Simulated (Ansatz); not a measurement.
Ansatz results at the PBE0-D4/def2-TZVP geometry: HOMO energy (PBE/def2-TZVPP) -5.79 eV; zero-point energy (PBE0-D4/def2-TZVP) 206.6 kJ/mol; size of the dipole moment (B3LYP/def2-TZVPP) 2.03 D.

Each molecule was computed in one conformer, which needn't be the lowest.

(1) Which molecule gave them?
A. `C[SiH]1[AlH][SiH2]1`
B. `N=C(N)O[SiH3]`
C. `[OH][Sb]1[CH2][SiH2][O]1`
D. `C[NH][GaH][CH2]F`

## Answers

(1) B. The others give `C[SiH]1[AlH][SiH2]1`: -5.17, 179.0, 1.08; `C[NH][GaH][CH2]F`: -5.48, 237.3, 1.09; `[OH][Sb]1[CH2][SiH2][O]1`: -6.12, 160.5, 2.58.

B3LYP here is the variant with VWN-RPA as its local correlation; programs differ in this.
